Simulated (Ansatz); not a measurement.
Ge₁₉AsH₃₆⁻ was relaxed with PBE-D4 (def2-SVP) in Ansatz in these states: charge -1 singlet, charge -1 triplet. The geometries follow in no particular order.

Single mean-field runs in def2-SVP are fitted with def2-universal-jkfit.

A:

```xyz
56

Ge   -0.4565    4.4008    1.0563
Ge   -0.6800    2.2410    4.4680
As   -2.7440    1.0319    1.2616
Ge   -1.6751    3.0969   -2.5869
Ge    2.0147    1.3844   -1.4886
Ge   -0.1063    0.7195   -4.9910
Ge   -1.9116   -1.6066    4.2538
Ge    0.8462   -0.4820    1.0749
Ge   -0.2394   -4.3035    2.2040
Ge   -0.2581   -1.3214   -0.9157
Ge    2.8540   -1.8210   -3.8290
Ge    2.7854   -3.8786   -0.5560
Ge   -1.6142    4.9782   -1.0182
Ge   -1.8681    0.4354    5.6065
Ge   -1.8748    2.9999    2.4720
Ge    0.5671    2.3615   -3.2830
Ge    1.7766   -0.6713   -5.7007
Ge    0.1340   -1.9928    2.9540
Ge    1.6395   -5.3443    1.0310
Ge    1.3221   -2.7301   -2.1534
H    -0.1404    5.6784    1.8999
H     0.8790    3.6661    0.7702
H    -0.5021    3.4516    5.4384
H     0.7458    1.7408    4.0996
H    -3.6762    1.9192    0.4127
H    -3.8469    0.8286    2.3236
H    -2.6079    3.5590   -3.7599
H    -2.4673    1.9654   -1.8569
H     2.2525    2.8253   -0.8213
H     3.3043    1.4615   -2.4430
H    -0.7331    1.3338   -6.2881
H    -1.1686   -0.2953   -4.4586
H    -3.1593   -1.5580    3.3229
H    -2.1522   -2.8013    5.2346
H     0.5108    0.9741    1.4900
H     2.3823   -0.7012    1.0740
H    -1.4780   -4.3491    1.2623
H    -0.5876   -5.2172    3.4235
H    -0.9267   -0.2256   -1.7789
H    -1.3931   -2.3133   -0.4652
H     3.9040   -0.9147   -3.1361
H     3.6223   -3.0692   -4.3828
H     3.6125   -2.8382    0.2549
H     3.8210   -4.7519   -1.3359
H    -3.0359    5.4917   -0.6146
H    -0.8840    6.2035   -1.6544
H    -3.3112    0.9174    5.9550
H    -1.1659    0.1308    6.9677
H    -3.0824    3.8553    2.9803
H     1.0145    3.5799   -4.1811
H     2.8636    0.1775   -6.4342
H     1.3402   -1.7752   -6.7206
H     1.2540   -2.1089    4.0473
H     2.6640   -5.8575    2.0935
H     1.1372   -6.6126    0.2701
H     0.4997   -3.8688   -2.8486
```

B:

Cartesian coordinates in Å:
```
Ge 1.904 2.692 -2.913
Ge 3.745 2.978 0.607
As -0.401 3.239 0.362
Ge -1.864 1.196 -3.207
Ge 0.672 -2.024 -2.907
Ge -3.223 -2.635 -3.448
Ge 1.864 3.266 4.061
Ge 0.653 -0.303 0.632
Ge -0.827 0.403 4.125
Ge -1.650 -1.102 0.288
Ge -1.115 -4.848 -0.495
Ge -0.269 -3.540 3.185
Ge -0.225 2.768 -4.112
Ge 3.848 4.016 2.824
Ge 1.787 3.690 -0.678
Ge -1.365 -1.096 -3.904
Ge -2.554 -4.790 -2.482
Ge 1.141 1.090 2.799
Ge -0.746 -1.907 4.946
Ge -1.803 -3.327 1.292
H 2.954 3.482 -3.760
H 2.389 1.216 -2.867
H 4.970 3.370 -0.289
H 3.749 1.424 0.693
H -1.082 4.217 -0.641
H -0.199 4.385 1.376
H -3.281 1.562 -3.755
H -1.913 1.326 -1.661
H 1.923 -1.105 -3.098
H 0.992 -3.400 -3.598
H -3.943 -2.962 -4.801
H -4.292 -1.962 -2.540
H 0.807 4.387 3.751
H 2.209 3.486 5.595
H 0.952 0.556 -0.655
H 1.530 -1.595 0.386
H -2.170 0.523 3.337
H -1.027 1.279 5.409
H -2.116 -1.343 -1.194
H -2.735 -0.171 0.910
H 0.333 -4.486 -0.941
H -1.082 -6.346 -0.044
H 1.174 -3.336 2.639
H -0.332 -4.996 3.752
H -0.804 4.215 -4.038
H -0.025 2.454 -5.629
H 4.013 5.553 2.575
H 5.193 3.552 3.476
H 1.910 5.233 -0.922
H -1.191 -1.049 -5.466
H -1.877 -5.608 -3.629
H -3.875 -5.556 -2.145
H 2.224 0.104 3.401
H 0.370 -2.061 6.030
H -2.074 -2.369 5.638
H -3.244 -3.746 1.732
```

Q: Judge from the bond lengths which geometry belongs to which state (an estimate).

A: A is the charge -1 singlet (Ge7–Ge18 2.454 Å, Ge8–Ge18 2.514 Å, Ge5–Ge16 2.504 Å); B is the charge -1 triplet (Ge7–Ge18 2.617 Å, Ge8–Ge18 2.622 Å, Ge5–Ge16 2.450 Å).

At PBE0-D4/def2-TZVP a singlet lies 1.90 eV below the charge -1 triplet.
